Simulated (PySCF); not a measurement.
Compound: C8H12.
InChI=1S/C8H12/c1-8(2)5-3-4-6(5)7(4)8/h4-7H,3H2,1-2H3/t4-,5+,6-,7-/m1/s1

The calculation used PBE0/pcSseg-1 in PySCF (dipole) on a GFN2-xTB geometry, gas phase.

Take the most abundant isotopes and a rigid rotor. 

Question: What are A, B and C (GHz)?

Answer: Ia = 140.95, Ib = 232.02, Ic = 270.18 u·Å²; 505379 MHz·u·Å²/I gives 3586, 2178 and 1870 MHz, that is A = 3.5856, B = 2.1782, C = 1.8705 GHz.

Question: Classify the top.

Answer: An asymmetric top. Ray's parameter κ = (2B − A − C)/(A − C) = -0.641; −1 is the prolate and +1 the oblate limit.

Question: Is it planar, by Δ = Ic − Ia − Ib?

Answer: Not planar: Δ = Ic − Ia − Ib = -102.78 u·Å². For a rigid frame Δ = −2 Σ m c², so Σ m c² = 51.39 u·Å² lies off the ab plane: 15.74 from hydrogen and 35.65 from heavier atoms. The atom farthest from that plane is 2.07 Å away.

Question: Give the other two planar moments, Paa and Pbb, and the rms extents of the mass along the axes.

Answer: Paa = Σ m a² = (Ib + Ic − Ia)/2 = 180.63 and Pbb = Σ m b² = (Ia + Ic − Ib)/2 = 89.56 u·Å². With the mass M = 108.09 u, the rms extents √(P/M) along a, b and c are 1.29, 0.91, 0.69 Å.

Question: Give the coordinates in the principal-axis frame, origin at the centre of mass.

Answer: The sense of each axis is arbitrary; atoms in the order of the calculation.
```csv
atom,mass (u),a (Å),b (Å),c (Å)
C1,12.000,1.416,-1.414,0.372
C2,12.000,0.812,-0.057,0.032
C3,12.000,1.918,0.939,-0.303
C4,12.000,-0.208,0.537,0.993
C5,12.000,-1.569,-0.040,0.639
C6,12.000,-1.384,-0.975,-0.540
C7,12.000,-0.325,0.026,-1.017
C8,12.000,-1.006,1.113,-0.138
H9,1.008,2.269,-1.282,1.035
H10,1.008,1.759,-1.913,-0.532
H11,1.008,0.700,-2.056,0.878
H12,1.008,2.567,1.095,0.556
H13,1.008,1.495,1.898,-0.593
H14,1.008,2.522,0.563,-1.126
H15,1.008,-0.007,0.971,1.959
H16,1.008,-2.389,-0.040,1.338
H17,1.008,-2.262,-0.973,-1.184
H18,1.008,-1.073,-2.003,-0.360
H19,1.008,-0.083,0.117,-2.071
H20,1.008,-1.370,2.100,-0.344
```

Question: Where do the levels up to J = 5 lie, in cm⁻¹?

Answer: Above 0(0,0):
J = 1: 1(0,1) 0.1350, 1(1,1) 0.1820, 1(1,0) 0.1923
J = 2: 2(0,2) 0.4036, 2(1,2) 0.4418, 2(1,1) 0.4726, 2(2,1) 0.6135, 2(2,0) 0.6150
J = 3: 3(0,3) 0.8030, 3(1,3) 0.8307, 3(1,2) 0.8921, 3(2,2) 1.0186, 3(2,1) 1.0259, 3(3,1) 1.2799, 3(3,0) 1.2800
J = 4: 4(0,4) 1.3297, 4(1,4) 1.3477, 4(1,3) 1.4494, 4(2,3) 1.5576, 4(2,2) 1.5784, 4(3,2) 1.8227, 4(3,1) 1.8237, 4(4,1) 2.1849, 4(4,0) 2.1849
J = 5: 5(0,5) 1.9814, 5(1,5) 1.9920, 5(1,4) 2.1422, 5(2,4) 2.2295, 5(2,3) 2.2738, 5(3,3) 2.5019, 5(3,2) 2.5056, 5(4,2) 2.8635, 5(4,1) 2.8636, 5(5,1) 3.3291, 5(5,0) 3.3291

Question: Which lines would a microwave search look for?

Answer: The dipole components are |μa| = 0.05 D, |μb| = 0.19 D, |μc| = 0.02 D. The squared components, which scale the intensities, stand as 0.07 : 1.00 : 0.01 (a : b : c). Some lines, for components of 0.1 D or more:

```csv
type,branch,"J(Ka,Kc)",MHz,lower level (cm⁻¹)
b,Q,"2(1,1) ← 2(0,2)",2068,0.404
b,Q,"4(1,3) ← 4(0,4)",3588,1.330
b,Q,"5(2,3) ← 5(1,4)",3945,2.142
b,Q,"5(1,4) ← 5(0,5)",4821,1.981
b,Q,"4(2,3) ← 4(1,4)",6293,1.348
b,Q,"4(3,1) ← 4(2,2)",7354,1.578
b,Q,"5(3,3) ← 5(2,4)",8164,2.230
b,R,"2(2,0) ← 1(1,1)",12980,0.182
b,R,"3(2,2) ← 2(1,1)",16368,0.473
b,R,"3(2,1) ← 2(1,2)",17511,0.442
b,R,"5(1,5) ← 4(0,4)",19855,1.330
b,R,"4(2,2) ← 3(1,3)",22415,0.831
b,R,"5(3,2) ← 4(2,3)",28420,1.558
b,R,"5(5,1) ← 4(4,0)",34302,2.185
b,R,"5(5,0) ← 4(4,1)",34302,2.185
```

Question: Estimate the classical rotational partition function at 100 K, 200 K and 298.15 K.

Answer: Point group C1, symmetry number σ = 1; q = (√π/σ)·√((kT/h)³/(ABC)), k/h = 20836.6 MHz/K: 44100 at 100 K, 125000 at 200 K, 227000 at 298.15 K.

Stationary, but not proved a minimum. Zero-point vibration and centrifugal distortion are left out. A rigid rotor knows nothing of internal rotation, which can split or shift real lines.

Hardware: one thread of an Arm Neoverse V2, no GPU, on a shared host. Cost: 28 s wall. This is the PBE0/pcSseg-1 job that gave the dipole, with the shieldings it also computed.
